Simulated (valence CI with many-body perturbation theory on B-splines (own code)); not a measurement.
Tc¹¹⁺: configurations and terms from energies and g

Computed by configuration interaction combined with many-body perturbation theory (CI+MBPT): four valence electrons over a frozen Dirac-Fock core [Ar] 3d10, radial functions for each j: 11 s, 11 p, 9 d, 7 f, 5 g, 2 h, 1 i, with the one-electron correlation potential Σ1 (screened to all orders), the two-electron term Σ2, the three-electron term Σ3, Breit, model QED; selected single and double excitations, second order for the rest, scaled by the run's own slope (own B-spline code, finite nucleus).

No measured spectrum was set against this ion. As an estimate, levels hold to about 250 cm⁻¹ or 0.2 % of their energy and the worst to 1 %, as in measured heavy ions of charge 2 to 7; those with d or f electrons hold less well.

| No. | J | Parity | E (cm⁻¹) | g |
| --- | --- | --- | --- | --- |
| 2 | 1 | even | 21520 | 1.500 |
| 6 | 2 | odd | 220940 | 1.964 |
| 7 | 1 | odd | 272580 | 0.652 |
| 8 | 2 | odd | 274180 | 1.242 |
| 9 | 3 | odd | 282800 | 1.333 |
| 11 | 1 | odd | 312920 | 1.381 |
| 16 | 2 | odd | 414410 | 0.688 |
| 17 | 3 | odd | 427190 | 1.089 |
| 18 | 4 | odd | 447240 | 1.250 |

Energies count from the lowest level. Strongly mixed levels and levels close to another of their J and parity, and those with J = 0 are left out, so the numbers can have gaps.

Question: Give configuration and LS term of each level.

Answer: 2: 4s²4p² ³P; 6: 4s4p³ ⁵S°; 7: 4s4p³ ³D°; 8: 4s4p³ ³D°; 9: 4s4p³ ³D°; 11: 4s4p³ ³P°; 16: 4s²4p4d ³F°; 17: 4s²4p4d ³F°; 18: 4s²4p4d ³F°.
